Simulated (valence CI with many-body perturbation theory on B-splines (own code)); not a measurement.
## Level structure of Ag²⁶⁺

Calculated by configuration interaction combined with many-body perturbation theory (CI+MBPT): three valence electrons over a frozen Dirac-Fock core [Ar], radial functions for each j: 7 s, 7 p, 8 d, 6 f, 4 g, 1 h, with the one-electron correlation potential Σ1, the two-electron term Σ2, the three-electron term Σ3, Breit, model QED; selected CI, second order for the rest, scaled by the run's own slope (own B-spline code, finite nucleus).

No measured spectrum was set against this ion. As an estimate, large intervals hold to a few tenths of a per cent, small ones and those within an open d or f shell to about a per cent. Only levels of the ground parity were solved; by the run's estimate the other parity begins above the list, which can be wrong where configurations are misplaced.

Levels 1 to 19 of 19, with energies above the lowest level, 3d3 4F_3/2. "Leading %" is the weight of the configuration and term that name the level; weights of strongly mixed levels are sums over their largest components and can fall short. In the jj column 3d3/2^4 stands for four electrons in 3d with j = 3/2. Lifetimes count E1, E2, E3, M1 and M2 decay at the calculated energies, and are blank where another channel may lead or the interval is too uncertain; long ones can be off by a factor of two.

| No. | Configuration | Term | J | E (cm⁻¹) | Leading % | Second component | Lifetime | Leading jj |
| --- | --- | --- | --- | --- | --- | --- | --- | --- |
| 1 | 3d3 | 4F | 3/2 | 0 | 80 | 17 % 3d3 2D |  | 3d3/2^3 (76 %) |
| 2 | 3d3 | 4F | 5/2 | 36321 | 94 | 6 % 3d3 2D | 574 μs | 3d3/2^2 3d5/2 (92 %) |
| 3 | 3d3 | 4F | 7/2 | 62856 | 82 | 15 % 3d3 2G | 1.58 ms | 3d3/2^2 3d5/2 (59 %) |
| 4 | 3d3 | 4F | 9/2 | 78532 | 53 | 34 % 3d3 2G | 14.6 ms | 3d3/2^2 3d5/2 (69 %) |
| 5 | 3d3 | 4P | 3/2 | 79581 | 47 | 33 % 3d3 2P | 354 μs | 3d3/2^2 3d5/2 (82 %) |
| 6 | 3d3 | 4P | 1/2 | 92641 | 71 | 29 % 3d3 2P | 1.47 ms | 3d3/2^2 3d5/2 (97 %) |
| 7 | 3d3 | 2G | 7/2 | 124560 | 80 | 17 % 3d3 4F | 160 μs | 3d3/2 3d5/2^2 (71 %) |
| 8 | 3d3 | 2H | 9/2 | 130480 | 55 | 36 % 3d3 4F | 251 μs | 3d3/2 3d5/2^2 (55 %) |
| 9 | 3d3 | 4P | 5/2 | 135260 | 88 | 10 % 3d3 2D | 455 μs | 3d3/2 3d5/2^2 (59 %) |
| 10 | 3d3 | 2D | 3/2 | 152490 | 46 | 41 % 3d3 4P | 80.3 μs | 3d3/2 3d5/2^2 (95 %) |
| 11 | 3d3 | 2P | 1/2 | 162130 | 71 | 29 % 3d3 4P | 170 μs | 3d3/2 3d5/2^2 (97 %) |
| 12 | 3d3 | 2H | 11/2 | 173300 | 100 |  | 535 μs | 3d3/2 3d5/2^2 (100 %) |
| 13 | 3d3 | 2D | 5/2 | 186240 | 89 | 6 % 3d3 4P | 163 μs | 3d3/2 3d5/2^2 (67 %) |
| 14 | 3d3 | 2G | 9/2 | 202050 | 57 | 32 % 3d3 2H | 104 μs | 3d5/2^3 (80 %) |
| 15 | 3d3 | 2F | 5/2 | 216380 | 83 | 13 % 3d3 2D | 258 μs | 3d3/2 3d5/2^2 (53 %) |
| 16 | 3d3 | 2F | 7/2 | 220190 | 94 | 5 % 3d3 2G | 246 μs | 3d3/2 3d5/2^2 (88 %) |
| 17 | 3d3 | 2P | 3/2 | 222970 | 59 | 28 % 3d3 2D | 85.2 μs | 3d5/2^3 (81 %) |
| 18 | 3d3 | 2D | 3/2 | 321430 | 99 |  |  | 3d3/2 3d5/2^2 (81 %) |
| 19 | 3d3 | 2D | 5/2 | 326850 | 82 | 14 % 3d3 2F | 41.9 μs | 3d5/2^3 (68 %) |

Names give the largest LS component (configuration and term), which can be under half, so a name can repeat, a term be missing and a line seem to break the LS rules; names also repeat where a configuration has a term twice.

The ionisation energy to 3d2 3F_2 of the next ion comes out as 1382.7 eV (NIST: 1382 ± 4 eV (theoretical)). All 19 levels together are meant to be complete up to 339920 cm⁻¹.
